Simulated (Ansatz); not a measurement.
H₆Ge₂, charge +1, doublet, at a GFN2-xTB geometry (a state made from the parent by changing its charge; the spin is typed, not shown lowest). Base run: Ansatz (a quantum-chemistry and plane-wave program) with B3LYP/STO-3G.

Geometry (Å):
```xyz
8

Ge    -1.2947     0.1370    -0.0200
Ge     1.2947    -0.1370     0.0200
H     -1.7369    -0.8540    -1.0694
H     -1.4892     1.5857    -0.3970
H     -1.7067    -0.2099     1.3902
H      1.4898    -1.5730     0.4422
H      1.7409     0.8866     1.0358
H      1.7021     0.1646    -1.4019
```
Charge +1, spin multiplicity 2.
Orbitals are unrestricted.
All else is at Ansatz's defaults.

Variants of this job, named by their change:

```tsv
change	basis functions	E (Eh)	core-seconds (rough)
base	42	-4109.43362	3
basis = pcseg-0	56	-4152.17446	2
basis = 6-31G	70	-4156.62762	4
basis = def2-SV(P)	76	-4156.81150	5
basis = 6-31G*	82	-4156.78505	5
basis = cc-pVDZ	84	-4157.28383	6
basis = def2-SVP	94	-4156.82312	7
basis = aug-cc-pVDZ	126	-4157.28591	10
basis = cc-pVTZ	170	-4157.43319	10
basis = pcseg-2	170	-4157.44512	10
basis = pc-2	170	-4157.45406	10
basis = aug-cc-pVTZ	256	-4157.43413	30
basis = def2-QZVP	330	-4157.45063	30
```

Totals compare only among sets that treat the same electrons; sets with core potentials leave the core out.
